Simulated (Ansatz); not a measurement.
Ga(OH)2(PH2) (GaH4O2P), SMILES [OH][Ga]([OH])[PH2].

Coordinates come from a ωB97X-D3(BJ)/def2-SVP optimisation. The structure was generated by enumeration; whether it is a known compound was not checked. One conformer was computed; it need not be the lowest.

Two levels are set side by side: PBE/def2-SVPD (Ansatz, an electronic-structure program) and PBE0/def2-SVPD (Ansatz). Energy differences of separate SCF runs at the same geometry; the states with an electron removed or added have multiplicity 2 and 2. Differences are taken from unrounded values.

```tsv
quantity	PBE
vertical ionisation energy (eV)	9.78
vertical singlet–triplet gap (eV)	5.03
```

These are the PBE values. What does PBE0 give? (The exact figures need the calculation; the answer reports its results.)


```
quantity                            PBE0  PBE minus PBE0
---------------------------------  -----  --------------
vertical ionisation energy (eV)    10.04           -0.26
vertical singlet–triplet gap (eV)   5.25           -0.22
```
